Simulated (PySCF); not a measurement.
CH₅N₂S, SMILES NC([NH3+])=S, charge +1. Atoms are numbered in the order given.

```xyz
9

N      1.2459    -0.9762     0.0000
C      0.1442    -0.2175     0.0000
N     -1.1181    -1.0978     0.0000
S     -0.0543     1.3856     0.0000
H      1.2562    -1.9920     0.0000
H      2.1472    -0.5037     0.0000
H     -1.9247    -0.4535     0.0000
H     -1.1845    -1.6990     0.8386
H     -1.1845    -1.6990    -0.8386
```
Charge +1, spin multiplicity 1.

The structure is a stationary point at B3LYP-D3(BJ)/def2-SVP. The isomer is the one that the SMILES or the coordinates give; other isomers of the formula were not compared. One conformer was computed; it need not be the lowest.

Computed with CAM-B3LYP/def2-TZVP run with PySCF.

ESP charges are fitted to the potential on shells at 1.4 to 2.0 van der Waals radii. Atomic charges (e):

```json
[
 {"atom": "N1", "IAO": "-0.45", "Löwdin": "0.04", "Mulliken": "-0.35", "ESP fit": "-0.60"},
 {"atom": "C2", "IAO": "0.11", "Löwdin": "-0.68", "Mulliken": "0.11", "ESP fit": "0.21"},
 {"atom": "N3", "IAO": "-0.36", "Löwdin": "0.16", "Mulliken": "-0.30", "ESP fit": "-0.56"},
 {"atom": "S4", "IAO": "0.00", "Löwdin": "0.41", "Mulliken": "-0.05", "ESP fit": "-0.03"},
 {"atom": "H5", "IAO": "0.31", "Löwdin": "0.19", "Mulliken": "0.28", "ESP fit": "0.40"},
 {"atom": "H6", "IAO": "0.34", "Löwdin": "0.21", "Mulliken": "0.31", "ESP fit": "0.39"},
 {"atom": "H7", "IAO": "0.36", "Löwdin": "0.22", "Mulliken": "0.34", "ESP fit": "0.35"},
 {"atom": "H8", "IAO": "0.34", "Löwdin": "0.22", "Mulliken": "0.33", "ESP fit": "0.42"},
 {"atom": "H9", "IAO": "0.34", "Löwdin": "0.22", "Mulliken": "0.33", "ESP fit": "0.42"}
]
```

Computed Mayer and Wiberg (Löwdin basis) orders of the bonds:
```json
[
 {"bond": "N1–C2", "Mayer": "1.31", "Wiberg": "1.80"},
 {"bond": "C2–N3", "Mayer": "0.84", "Wiberg": "1.14"},
 {"bond": "C2–S4", "Mayer": "2.17", "Wiberg": "2.54"},
 {"bond": "N1–H5", "Mayer": "0.89", "Wiberg": "0.91"},
 {"bond": "N1–H6", "Mayer": "0.88", "Wiberg": "0.89"},
 {"bond": "N3–H7", "Mayer": "0.86", "Wiberg": "0.88"},
 {"bond": "N3–H8", "Mayer": "0.87", "Wiberg": "0.89"},
 {"bond": "N3–H9", "Mayer": "0.87", "Wiberg": "0.89"}
]
```
